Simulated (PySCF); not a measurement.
PySCF input:

```python
from pyscf import gto, scf, dft

mol = gto.M(
    atom='''
    Si   -0.28240955   -0.00421093    0.04468385
    Cl    0.27357850    1.82524574   -0.68514886
    Cl    0.22964948   -1.45668891   -1.30365629
    Cl    0.77043710   -0.34560730    1.77191046
    C    -2.07280685   -0.03793685    0.35390676
    H    -2.62357886    0.85758097    0.61335500
    H    -2.63815300   -0.96114887    0.32484049
    ''',
    basis='def2-tzvpd',
    charge=0,
    spin=1,
    verbose=4,
)

mf = dft.UKS(mol, xc='m062x').density_fit(auxbasis='def2-universal-jkfit')
mf.grids.level = 4
mf.conv_tol = 1e-9
mf.max_cycle = 100
mf.max_memory = 1500
mf.kernel()
if not mf.converged:
    mf = mf.newton()
    mf.kernel(mf.make_rdm1())
for _ in range(2):
    mo, _, stable, _ = mf.stability(return_status=True)
    if stable:
        break
    mf.kernel(mf.make_rdm1(mo, mf.mo_occ))
mf.analyze()
```

Task: Which total energy does the run end on?

Result: -1709.49904 Eh (M06-2X/def2-TZVPD).

It need not be the lowest isomer of its formula.
